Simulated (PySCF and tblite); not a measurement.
C5H3NOS, numbered as in [N:1]#[C:2][c:3]1[cH:4][c:5]([SH:6])[cH:7][o:8]1. Search: ETKDG, MMFF94s, GFN2-xTB, 60 starts; geometries at GFN2-xTB. Energies: PBE0-D3(BJ)/pcSseg-1, with GFN2-xTB thermal terms (modes under about 100 cm⁻¹ blended into free rotors). Symmetry numbers and mirror images are counted. Conformers within 2.5 kcal/mol (GFN2-xTB free energy) were kept, 5 at most. GIAO shieldings: PBE0/pcSseg-1. Shifts are against TMS (¹H), TMS (¹³C), NH3 (¹⁵N) at the same level. (PySCF 2.14, tblite 0.8.)

Torsions listed: C4–C5–S6–H6.

Two conformers hold nearly all the population. I: 0°; δ(C4) = 132.94 ppm. II: 180°; δ(C4) = 130.75 ppm. The average over the ensemble at 298.15 K is 131.69 ppm.

(1) What populations and free-energy difference follow from a two-state model?

The minima are those of GFN2-xTB; planar forms about aryl–S or allylic bonds may be saddles in DFT. Other tautomers (keto or thione forms) aren't considered and may dominate.

Answers

(1) p(I) = (131.69 − 130.75)/(132.94 − 130.75) = 0.43, so K = p(II)/p(I) = 1.33 and G(II) − G(I) = −RT ln K = -0.17 kcal/mol. The weights computed directly are 42.9 % and 57.1 %.


¹⁵N shifts are against a computed isolated NH3 molecule, about 20 ppm from the liquid.